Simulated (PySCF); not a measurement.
From results back to the method.

Species: BH7N2Si2.
InChI=1S/BH7N2Si2/c1-3-4-2-5-3/h2H,1,4-5H2

The closed-shell ground state was solved 7 times with PySCF (density fitting, gas phase), always with PBE0, in these basis sets: 6-311+G(2d,p), IGLO-III, STO-3G, aug-cc-pVDZ, cc-pVDZ, def2-SVP and pcSseg-0. Geometry: PBE0-D3(BJ)/def2-SVP; no solvent, vibrations or thermal averaging.

```tsv
row	total energy (Eh)	HOMO (eV)	LUMO (eV)	dipole (D)
P	-708.7829	-3.89	4.23	3.14
Q	-717.3195	-7.69	-0.59	2.46
R	-717.2379	-7.62	-0.82	2.42
S	-716.9492	-7.60	-0.26	2.65
T	-716.2290	-7.43	-0.47	2.68
U	-717.2986	-7.70	-0.82	2.44
V	-717.2226	-7.50	-0.30	2.63
```

Which basis belongs to which row?

P = STO-3G, Q = IGLO-III, R = aug-cc-pVDZ, S = def2-SVP, T = pcSseg-0, U = 6-311+G(2d,p), V = cc-pVDZ. From the lowest total energy up: IGLO-III (263 functions) 0 eV; 6-311+G(2d,p) (193 functions) +0.57 eV; aug-cc-pVDZ (186 functions) +2.22 eV; cc-pVDZ (113 functions) +2.64 eV; def2-SVP (113 functions) +10.07 eV; pcSseg-0 (67 functions) +29.67 eV; STO-3G (40 functions) +232.29 eV.
